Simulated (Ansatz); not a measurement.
System: sum formula BeHCl, net charge 0, singlet state. 
Geometry from a B3LYP-D3(BJ)/def2-TZVP (Ansatz, a quantum-chemistry and plane-wave program) optimisation:
SMILES: [BeH][Cl]
```xyz
3

Be     0.0000     0.0000    -1.3353
H      0.0000     0.0000    -2.6579
Cl     0.0000     0.0000     0.4705
```
Charge 0, spin multiplicity 1.

Basis-set convergence of Hartree-Fock and CCSD(T) correlation energies (hartree) with Ansatz. Correlated levels leave the core frozen unless marked. No spin-orbit coupling. No relativistic terms.

```json
[
 {"basis": "def2-SVP", "functions": "32", "E(HF)": "-474.61884", "E(corr, CCSD(T))": "-0.18805"},
 {"basis": "def2-TZVPP", "functions": "75", "E(HF)": "-474.79662", "E(corr, CCSD(T))": "-0.26755"},
 {"basis": "def2-QZVPP", "functions": "136", "E(HF)": "-474.81374", "E(corr, CCSD(T))": "-0.29398"}
]
```

Extrapolating the two largest sets (X = 3 and 4) as X^-3: E(corr) = (64·(-0.29398) - 27·(-0.26755))/37 = -0.3133 Eh, an estimate of the basis-set limit. The largest set recovers 93.8 % of it, the smallest 60.0 %.
